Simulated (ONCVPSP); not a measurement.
# Logarithmic derivatives: Gd (Z = 64), ONCV

* Element: gadolinium (Gd)
* Generator: ONCVPSP 4.0.1
* Type: optimised norm-conserving Vanderbilt (ONCV)
* Functional: PBEsol
* Relativity: scalar-relativistic
* Frozen core: [Xe] 4f7
* Valence charge: 3
* Reference configuration: 5d1 6s1.5 6p0.5
* Partial waves: 6s: rc 3.70 bohr, ncon 5, nbas 9, qcut 1.9 1/bohr, 2 projectors, debl 1.4 Ha; 6p: rc 4.00 bohr, ncon 4, nbas 8, qcut 2.3 1/bohr, 2 projectors, debl 0.7 Ha; 5d: rc 3.10 bohr, ncon 3, nbas 8, qcut 4.9 1/bohr, 1 projector; f scattering state at 0.31 Ha: rc 4.20 bohr, ncon 4, nbas 9, qcut 3 1/bohr, 3 projectors, debl 1.3 Ha
* Local potential: polynomial inside 2.15 bohr (lpopt 5, dvloc0 6 Ha)
* Core correction: Teter function, fcfact 3.75, rcfact 1.15

The phase is arctan(r·R′/R) of the radial function R(r), unwrapped; energies in Ha, scanned from -2 to 5 Ha. A pole is an energy at which the radial function vanishes at the test radius. The pseudo phase is shifted by a multiple of π to meet the all-electron one at the reference energy, and phase errors are pseudo minus all-electron; the curves can meet again beyond the range given. Levels narrower than the energy grid can be missing from the lists of poles. Where the grid stepped over a known ghost or core level, its pole and its step of π were put in at the level’s energy. n/a: not evaluated, since a narrow level or a reset projector energy made the automatic matching unsafe.

```json
{"channel": "s", "radius (bohr)": "3.75", "reference energy (Ha)": "-0.17", "poles, all-electron": "-1.85, 0.30, 2.48", "poles, pseudo": "0.30, 2.25, 3.74", "unbroken range about the reference energy with phases within 0.05 rad": "-1.8 to 2.4", "phase error 1 Ha above the reference energy (rad)": "-0.004"}
{"channel": "p", "radius (bohr)": "4.06", "reference energy (Ha)": "-0.06", "poles, all-electron": "0.52, 2.42", "poles, pseudo": "0.52, 1.89, 3.95", "unbroken range about the reference energy with phases within 0.05 rad": "n/a", "phase error 1 Ha above the reference energy (rad)": "n/a"}
{"channel": "d", "radius (bohr)": "3.14", "reference energy (Ha)": "-0.11", "poles, all-electron": "0.15, 2.46", "poles, pseudo": "0.16, 2.75", "unbroken range about the reference energy with phases within 0.05 rad": "below 0.7", "phase error 1 Ha above the reference energy (rad)": "+0.201"}
{"channel": "f", "radius (bohr)": "4.26", "reference energy (Ha)": "0.31", "poles, all-electron": "0.76, 2.05, 3.97", "poles, pseudo": "0.76, 2.05, 4.16", "unbroken range about the reference energy with phases within 0.05 rad": "-0.3 to 4.5", "phase error 1 Ha above the reference energy (rad)": "+0.018"}
```

Phases in the d channel:

| E (Ha) | all-electron | pseudo |
| --- | --- | --- |
| -1.98 | 1.374 | 1.374 |
| -1.80 | 1.361 | 1.362 |
| -1.62 | 1.346 | 1.347 |
| -1.44 | 1.327 | 1.328 |
| -1.26 | 1.303 | 1.304 |
| -1.08 | 1.270 | 1.271 |
| -0.90 | 1.222 | 1.223 |
| -0.72 | 1.144 | 1.145 |
| -0.54 | 0.987 | 0.989 |
| -0.36 | 0.519 | 0.523 |
| -0.18 | -0.787 | -0.786 |
| 0.00 | -1.386 | -1.385 |
| 0.18 | -1.593 | -1.590 |
| 0.36 | -1.727 | -1.719 |
| 0.54 | -1.869 | -1.848 |
| 0.72 | -2.104 | -2.044 |
| 0.90 | -2.694 | -2.475 |
| 1.08 | -3.736 | -3.418 |
| 1.26 | -4.232 | -4.087 |
| 1.44 | -4.425 | -4.347 |
| 1.62 | -4.524 | -4.471 |
| 1.80 | -4.587 | -4.545 |
| 1.98 | -4.631 | -4.594 |
| 2.16 | -4.666 | -4.631 |
| 2.34 | -4.695 | -4.660 |
| 2.52 | -4.722 | -4.684 |
| 2.70 | -4.748 | -4.706 |
| 2.88 | -4.776 | -4.727 |
| 3.06 | -4.807 | -4.747 |
| 3.24 | -4.848 | -4.768 |
| 3.42 | -4.906 | -4.792 |
| 3.60 | -5.004 | -4.819 |
| 3.78 | -5.222 | -4.853 |
| 3.96 | -5.930 | -4.901 |
| 4.14 | -7.080 | -4.974 |
| 4.32 | -7.467 | -5.111 |
| 4.50 | -7.608 | -5.444 |
| 4.68 | -7.680 | -6.389 |
| 4.86 | -7.725 | -7.209 |
